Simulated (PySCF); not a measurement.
Geometry:
```tsv
atom	x (Å)	y (Å)	z (Å)
C1	-0.407	-1.213	-1.419
Si2	-0.001	-0.001	-0.002
C3	0.008	1.786	-0.675
C4	-1.320	-0.155	1.370
C5	1.716	-0.416	0.722
H6	-1.380	-1.004	-1.853
H7	-0.419	-2.242	-1.070
H8	0.327	-1.148	-2.217
H9	0.242	2.502	0.106
H10	-0.958	2.058	-1.089
H11	0.746	1.908	-1.462
H12	-2.312	0.075	0.994
H13	-1.351	-1.160	1.779
H14	-1.117	0.526	2.192
H15	1.746	-1.426	1.117
H16	2.493	-0.337	-0.033
H17	1.977	0.259	1.531
```

Geometry: GFN2-xTB; GIAO absolute shieldings from PySCF 2.14, gas phase, non-relativistic, averaged over equivalent atoms.

At BP86/aug-cc-pVDZ (227 basis functions, 27 s wall time on 1 thread of an Intel Xeon, shared host):
```tsv
atoms	σ (ppm)
C1/C3/C4/C5	193.6
Si2	399.9
H6/H7/H8/H9/H10/H11/H12/H13/H14/H15/H16/H17	31.84
```

Estimate the result of repeating the calculation with OPBE/aug-cc-pVDZ.

Answers


```
                                      atoms  σ at OPBE/aug-cc-pVDZ  change
                                C1/C3/C4/C5                  197.2    +3.6
                                        Si2                  405.2    +5.3
H6/H7/H8/H9/H10/H11/H12/H13/H14/H15/H16/H17                  31.79   -0.05
```

The largest change is at Si2 (silicon bonded to 4 C). Cost: 227 basis functions, 27 s wall time on 1 thread of an Intel Xeon, shared host.
